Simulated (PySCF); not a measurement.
## Cd³⁺ (cadmium, charge +3) across methods

[Kr] 4d9, 2D determinant. All numbers are calculated (PySCF 2.14, a scalar-relativistic core potential, in def2-TZVPPD with the def2 core potential (28 electrons)).

```csv
method,E (hartree),mean ε 4p β (eV),mean ε 4d α (eV),mean ε 4d β (eV),Σ⟨r²⟩ (bohr²),⟨S²⟩
UHF,-164.72044,-119.67,-54.764,-53.486,23.08,0.752
TPSS,-165.3814,-103.46,-46.060,-45.208,23.32,0.751
CAM-B3LYP,-165.4026,-108.80,-50.062,-49.148,23.35,0.751
LDA,-165.0922,-103.11,-46.316,-45.424,23.49,0.750
TPSSh,-165.3917,-105.20,-47.040,-46.151,23.28,0.751
PBE0,-165.4427,-107.53,-48.567,-47.610,23.25,0.751
PBE,-165.4298,-103.07,-46.132,-45.266,23.37,0.750
r2SCAN,-165.4938,-105.03,-46.600,-45.594,23.19,0.751
```

(1) Estimate the same row for r2SCAN0.

Energies and moments cover only the electrons outside the core potential.

Answers

(1) E (hartree) = -165.4725; mean ε 4p β (eV) = -108.86; mean ε 4d α (eV) = -48.919; mean ε 4d β (eV) = -47.864; Σ⟨r²⟩ (bohr²) = 23.15; ⟨S²⟩ = 0.751.
